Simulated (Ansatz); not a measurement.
A geometry relaxed with PBE-D3(BJ)/def2-TZVP (Ansatz, a first-principles code), charge 0, multiplicity 1:

```xyz
4

I      2.1123    -0.2291    -0.0014
I     -0.8578     1.9438     0.0011
I     -1.2545    -1.7147     0.0002
B      0.0000     0.0000     0.0000
```

Q: Write the SMILES of this molecule.

A: `IB(I)I`
